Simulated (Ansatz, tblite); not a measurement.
Removing and adding an electron: SnH2MeCl (CH₅ClSn). Total charge 0; singlet. Geometry: r2SCAN-D4/def2-TZVP. Ansatz, gas phase; energy differences of separate SCF runs; the oxidised species was run as a doublet alone; the reduced species was run as a doublet alone.

```tsv
atom	x (Å)	y (Å)	z (Å)
Sn1	0.453	-0.846	0.011
H2	0.734	-1.540	1.543
H3	1.803	-1.004	-1.021
C4	-0.335	1.133	0.098
H5	0.377	1.798	0.588
H6	-1.268	1.121	0.661
H7	-0.528	1.489	-0.914
Cl8	-1.236	-2.151	-0.966
```

In the def2 sets Sn takes a core potential; there is no spin–orbit coupling. The xTB rows come from tblite. HOMO above LUMO, or a gap near zero within one spin, warns that the state may not be the lowest or that an electron is smeared out.

```tsv
level	−HOMO (eV)	vertical IE (eV)	−LUMO (eV)	vertical EA (eV)	HOMO–LUMO gap (eV)	IE − EA (eV)	remarks
GFN1-xTB	12.20	14.95	6.31	3.53	5.89	11.42	–
GFN2-xTB	11.27	14.27	6.26	3.66	5.00	10.61	–
PBE-D4/def2-TZVP	6.99	10.01	1.34	–	5.65	–	gap within one spin near zero (+1 doublet)
PBE-D4/def2-TZVPD	7.04	–	1.47	-0.53	5.57	–	HOMO above zero (-1 doublet)
r2SCAN-D4/def2-TZVP	7.31	10.17	1.01	–	6.30	–	–
r2SCAN-D4/def2-TZVPD	7.34	–	1.10	-0.67	6.24	–	HOMO above zero (-1 doublet)
PBE0-D4/def2-TZVP	8.30	10.35	0.49	–	7.81	–	–
PBE0-D4/def2-TZVPD	8.33	–	0.65	-0.67	7.68	–	HOMO above zero (-1 doublet)
```

   A HOMO above zero means that the electron is unbound at that level or that self-interaction error raises the level; the energy of removing that electron tells which. Raw xTB energy differences between charge states are shifted by several eV; the methods need an empirical correction for them. A negative affinity means that the extra electron isn't bound; its size then hangs on the basis.
